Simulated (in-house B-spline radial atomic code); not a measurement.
**Ionising Te3+ with different functionals**

Computed with a B-spline radial code for spherical atoms: non-relativistic Hamiltonian, point nucleus, spin-polarised at highest spin, spherical fractional occupations for the functionals, and exact exchange of hybrids averaged over the configuration. The ionisation energy is the difference of two self-consistent energies, [Kr] 4d10 5s2 5p1 → [Kr] 4d10 5s2, without Breit or QED terms; ε is the level of the shell that loses the electron (its least bound occupied spin orbital). There is no spin-orbit coupling in this Hamiltonian.

```tsv
method	rung	ΔSCF (eV)	-ε(5p) (eV)
PBE0	global hybrid	36.56	33.18
B3LYP	global hybrid	36.74	32.99
TPSSh	global hybrid	36.43	32.41
M06-2X	global hybrid	36.30	34.51
BHandHLYP	global hybrid	36.59	34.29
r2SCAN0	global hybrid	36.56	33.30
B97-1	global hybrid	36.42	32.80
HSE06	range-separated hybrid	36.62	32.77
wB97X	range-separated hybrid	36.58	35.52
CAM-B3LYP	range-separated hybrid	36.82	34.69
LC-wPBE	range-separated hybrid	36.75	36.15
```

Task: Among the functionals, which spreads more, the ΔSCF values or the orbital energies?

Result: The orbital energies: ΔSCF values span about 0.51 eV and the orbital energies 3.74 eV; here energy differences depend much less on the functional than eigenvalues do.

Task: How do they compare with the NIST value?

Result: NIST lists 37.416 eV ± 0.0012 (measured, ground level to ground level). Errors run from -1.11 to -0.60 eV. The correlated functionals all miss on the same side by more than they spread, so the cause is common to them (relativity, Breit-QED terms, multiplet and fine-structure energies, or a listed next ion that isn't the cheapest removal here) and closeness doesn't rank the functionals.
